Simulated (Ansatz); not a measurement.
Ge(I)(OMe) (CH₃GeIO), SMILES C[O][Ge][I] (connectivity only; charge and spin as stated), neutral, multiplicity 1.

The structure is a stationary point at B3LYP-D3(BJ)/def2-SVP. The structure was generated by enumeration; whether it is a known compound was not checked. The def2 effective core potentials stand for the cores of I; spin–orbit coupling is left out. One conformer was computed; it need not be the lowest.

Two levels are set side by side: PBE/def2-SVPD (Ansatz, a quantum-chemistry and plane-wave program) and PBE0/def2-SVPD (Ansatz). Energy differences of separate SCF runs at the same geometry; the states with an electron removed or added have multiplicity 2 and 2. Differences are taken from unrounded values.

```json
[
 {"quantity": "vertical ionisation energy (eV)", "PBE0": "9.37"},
 {"quantity": "vertical electron affinity (eV)", "PBE0": "0.84"},
 {"quantity": "vertical singlet–triplet gap (eV)", "PBE0": "2.92"}
]
```

Problem. What does PBE give, and how far is it from PBE0? (An estimate is asked for; the answer gives what the named calculation found.)

Solution. 
```csv
quantity,PBE,PBE minus PBE0
vertical ionisation energy (eV),9.22,-0.15
vertical electron affinity (eV),0.68,-0.16
vertical singlet–triplet gap (eV),3.02,0.10
```
